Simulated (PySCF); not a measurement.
# Spinor energies of Cd⁴⁵⁺ (cadmium, charge +45)

Start: [He] 2s1; 2s1/2 filled at m_j = +1/2. Calculated with PySCF 2.14 in an uncontracted even-tempered set (17 s from 24 bohr⁻², ratio 2.4; 12 p from 31 bohr⁻², ratio 2.4; 5 d from 96 bohr⁻², ratio 2.6; 4 f from 140 bohr⁻², ratio 2.6): generalised Hartree-Fock with the X2C-1e Hamiltonian and a Gaussian nucleus; one run each with spin-orbit coupling (SO) switched off, then screened by Boettger's factors.

```json
{"spinor shell": "1s1/2", "electrons": "2", "ε, spin-free (eV)": "-31232.0", "ε, screened SO (eV)": "-31232.0", "weight of nominal j (screened SO)": "1.000", "rms radius, screened SO (bohr)": "0.0346"}
{"spinor shell": "2s1/2", "electrons": "1", "ε, spin-free (eV)": "-7613.6", "ε, screened SO (eV)": "-7613.6", "weight of nominal j (screened SO)": "1.000", "rms radius, screened SO (bohr)": "0.133"}
```

```json
{"quantity": "E (hartree)", "spin-free": "-2626.96906", "screened SO": "-2626.96906"}
{"quantity": "M_J", "spin-free": "1/2", "screened SO": "1/2"}
{"quantity": "⟨J²⟩", "spin-free": "0.750", "screened SO": "0.750"}
{"quantity": "⟨L²⟩", "spin-free": "0.000", "screened SO": "0.000"}
{"quantity": "⟨S²⟩", "spin-free": "0.750", "screened SO": "0.750"}
```

Each row is a mean over spinors that exchange with the open shell spreads, by up to 33.162 eV (1s1/2).

Breit and QED terms are absent; they matter most for the inner s and p1/2 levels.

Densities and radii are taken from the X2C orbitals without a picture-change correction, which distorts them close to the nucleus.

Without spin-orbit coupling the j labels of p, d and f shells carry no meaning; the spin-free column gives the mean over the occupied spinors of each nl shell.
